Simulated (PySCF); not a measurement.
## How well do the runs reproduce experiment for n-propyl bromide?

**The experiment to reproduce.**

NIST CCCBDB Release 22 (SRD 101), experimental polarizabilities lists, for the gas: mean polarisability 9.07 Å³.

The results are set against them at the end.

Compound: n-propyl bromide, C3H7Br.
SMILES with atom numbers: `[CH3:1][CH2:2][CH2:3][Br:4]` (hydrogens: H5, H6, H7 on C1; H8, H9 on C2; H10, H11 on C3)

Structure used (PBE0-D3(BJ)/def2-SVP), in Å, numbered top down from 1:
```
atom  x, y, z in Å
C1    -1.3521   -0.0464   -0.0685
C2     0.0786   -0.5646   -0.1091
C3     1.0787    0.5322    0.1874
Br4    2.9132   -0.1131    0.1432
H5    -1.5155    0.7497   -0.8121
H6    -1.6049    0.3658    0.9213
H7    -2.0677   -0.8536   -0.2840
H8     0.3005   -0.9969   -1.0983
H9     0.2107   -1.3798    0.6207
H10    1.0267    1.3453   -0.5497
H11    0.9335    0.9603    1.1889
```

The PySCF runs (gas phase, on this PBE0-D3(BJ)/def2-SVP geometry; no spin–orbit coupling):

| level | job | basis functions |
| --- | --- | --- |
| B3LYP/def2-SVPD | 10 singlets by full TDDFT, 4 Tamm–Dancoff triplets, polarisability, ΔSCF ions | 157 |
| BHandHLYP/def2-SVPD | 10 singlets by full TDDFT, 4 Tamm–Dancoff triplets, polarisability, ΔSCF ions | 157 |
| CAM-B3LYP/def2-SVPD | 10 singlets by full TDDFT, 4 Tamm–Dancoff triplets, polarisability, ΔSCF ions | 157 |
| HF/def2-SVPD | 10 singlets by TDHF, 4 Tamm–Dancoff triplets, polarisability, ΔSCF ions | 157 |
| LC-wPBE/def2-SVPD | 10 singlets by full TDDFT, 4 Tamm–Dancoff triplets, polarisability, ΔSCF ions | 157 |
| LDA/def2-SVPD | 10 singlets by full TDDFT, 4 Tamm–Dancoff triplets, polarisability, ΔSCF ions | 157 |
| PBE/def2-SVPD | 10 singlets by full TDDFT, 4 Tamm–Dancoff triplets, polarisability, ΔSCF ions | 157 |
| wB97X-D/def2-SVPD | 10 singlets by full TDDFT, 4 Tamm–Dancoff triplets, polarisability, ΔSCF ions | 157 |
| PBE0/6-31G* | 10 singlets by full TDDFT, 4 Tamm–Dancoff triplets, polarisability | 88 |
| PBE0/aug-cc-pVDZ | 10 singlets by full TDDFT, 4 Tamm–Dancoff triplets, polarisability | 168 |
| PBE0/def2-TZVP | 10 singlets by full TDDFT, 4 Tamm–Dancoff triplets, polarisability | 183 |
| PBE0/def2-TZVPD | 10 singlets by full TDDFT, 4 Tamm–Dancoff triplets, polarisability | 231 |

All basis functions are spherical.

Results beside the measurements:

**Mean polarisability.** Measured: 9.07 Å³ (NIST CCCBDB Release 22 (SRD 101), experimental polarizabilities).

```
              level  computed (Å³)  computed − measured (Å³)  % (from the printed values)
    B3LYP/def2-SVPD           9.23                     +0.16                           +2
BHandHLYP/def2-SVPD           8.93                     -0.14                           -2
CAM-B3LYP/def2-SVPD           9.08                     +0.01                            0
       HF/def2-SVPD           8.68                     -0.39                           -4
  LC-wPBE/def2-SVPD           8.83                     -0.24                           -3
      LDA/def2-SVPD           9.56                     +0.49                           +5
      PBE/def2-SVPD           9.47                     +0.40                           +4
  wB97X-D/def2-SVPD           9.07                      0.00                            0
        PBE0/6-31G*           7.17                     -1.90                          -21
   PBE0/aug-cc-pVDZ           9.16                     +0.09                           +1
     PBE0/def2-TZVP           8.55                     -0.52                           -6
    PBE0/def2-TZVPD           9.28                     +0.21                           +2
```

12 of the 14 levels run are shown, the closest and the furthest among them. Closest is wB97X-D/def2-SVPD (0.00 Å³), furthest PBE0/6-31G* (-1.90 Å³); one molecule doesn't rank methods. The computed values are static and purely electronic, with core orbitals frozen in the response (1 au = 0.148185 Å³). The table of measured values doesn't say here whether a value is static or optical, or holds a vibrational part. The measurement averages over conformers, the calculation has one.

No measured geometry was used, and the causes of the misses weren't examined.
